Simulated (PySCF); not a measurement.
**Basis and Hamiltonian dependence of the ionisation energy of Bi⁺**

Bi⁺ [Xe] 4f14 5d10 6s2 6p2 (3P) → Bi²⁺ [Xe] 4f14 5d10 6s2 6p1 (2P). Calculated with PySCF 2.14 from differences of total energies of unrestricted determinants, without spin-orbit coupling. Values in eV.

| basis | Hamiltonian | functions | UHF | r2SCAN | PBE0 | MP2 (valence) | CCSD(T) (valence) | CCSD(T) (valence and next inner shell) |
| --- | --- | --- | --- | --- | --- | --- | --- | --- |
| aug-cc-pVDZ-PP with ECP60MDF | ECP | 32 | 15.300 | 15.905 | 15.821 | 15.491 | 15.528 | n/a |
| aug-cc-pwCVDZ-PP with ECP60MDF | ECP | 48 | 15.299 | 15.899 | 15.814 | 15.508 | 15.546 | 15.606 |
| aug-cc-pVTZ-PP with ECP60MDF | ECP | 55 | 15.310 | 15.912 | 15.826 | 15.581 | 15.633 | n/a |
| aug-cc-pVTZ-PP with one added diffuse shell each of d, f type with ECP60MDF | ECP | 67 | 15.310 | 15.912 | 15.826 | 15.582 | 15.633 | n/a |
| x2c-TZVPPall | spin-free X2C | 83 | 15.354 | 15.955 | 15.878 | 15.614 | 15.665 | 15.765 |
| def2-QZVPPD with the def2 core potential (60 electrons) | ECP | 88 | 15.308 | 15.912 | 15.821 | 15.610 | 15.659 | n/a |
| aug-cc-pVQZ-PP with ECP60MDF | ECP | 92 | 15.308 | 15.912 | 15.822 | 15.612 | 15.661 | n/a |
| ANO-RCC-VTZP | spin-free X2C | 93 | 15.355 | 15.958 | 15.876 | 15.632 | 15.681 | 15.857 |
| aug-cc-pwCVTZ-PP with ECP60MDF | ECP | 96 | 15.306 | 15.913 | 15.822 | 15.590 | 15.642 | n/a |
| x2c-TZVPPall with one added diffuse shell each of s, p, d, f type | spin-free X2C | 99 | 15.349 | 15.954 | 15.875 | 15.613 | 15.664 | 15.765 |
| aug-cc-pwCVTZ-DK3 | spin-free X2C | 125 | 15.325 | 15.929 | 15.841 | 15.608 | 15.659 | n/a |
| aug-cc-pwCVTZ-DK3 with one added diffuse shell each of s, d, f type | spin-free X2C | 138 | 15.325 | n/a | n/a | n/a | n/a | n/a |
| aug-cc-pV5Z-PP with ECP60MDF | ECP | 139 | 15.307 | 15.912 | 15.821 | 15.624 | 15.668 | n/a |
| x2c-QZVPPall | spin-free X2C | 142 | 15.328 | 15.927 | 15.842 | 15.628 | n/a | n/a |

Extrapolation of CCSD(T) (valence) from aug-cc-pVQZ-PP with ECP60MDF and aug-cc-pV5Z-PP with ECP60MDF: the correlation parts are 0.353 and 0.361 eV; with the X⁻³ form and unrounded values, (5³ × 0.361 − 4³ × 0.353)/(5³ − 4³) = 0.369 eV, and adding the Hartree-Fock value 15.307 eV of the larger basis gives 15.676 eV.

Frozen in the all-electron rows: valence: [Xe] 4f14 5d10; valence and next inner shell: [Kr] 4d10 4f14; with a core potential, the same shells as far as they lie outside it.

Spin-orbit coupling is strong in these open shells (close to jj coupling), so the scalar numbers refer to model states.

Between the lowest levels the reference is 16.703 eV (measured; NIST Atomic Spectra Database, ionization energies); it includes spin-orbit coupling, which these numbers lack.
